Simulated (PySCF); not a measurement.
F3OTa (SMILES [O]=[Ta]([F])([F])[F]), singlet, geometry from GFN2-xTB (such geometries of metal compounds can be far from the true shape) (core potentials on Ta).

Here is a job for PySCF.
```python
from pyscf import gto, scf, dft

mol = gto.M(
    atom='''
Ta    0.016939    0.009075   -0.019553
O     1.067821    0.572063   -1.232560
F     0.970074   -0.956009    1.218615
F    -1.269464   -1.064294   -0.771854
F    -0.787181    1.438195    0.807440
''',
    basis='def2-tzvp',
    ecp={'Ta': 'def2-tzvp'},
    charge=0,
    spin=0,
    verbose=4,
)

mf = dft.RKS(mol)
mf.xc = 'm062x'
mf = mf.density_fit(auxbasis='def2-universal-jkfit')
mf.kernel()
mf.analyze()
```

What nuclear repulsion energy does DF-M062X/def2-TZVP (PySCF) give?

215.9324 Eh

What is the computed HOMO energy (DF-M062X/def2-TZVP)?

-11.90 eV

Give the number of basis functions at the level DF-M062X/def2-TZVP.

164

Predict the HOMO-LUMO gap from DF-M062X/def2-TZVP.

11.31 eV

Predict the total energy from DF-M062X/def2-TZVP.

-431.9837 Eh
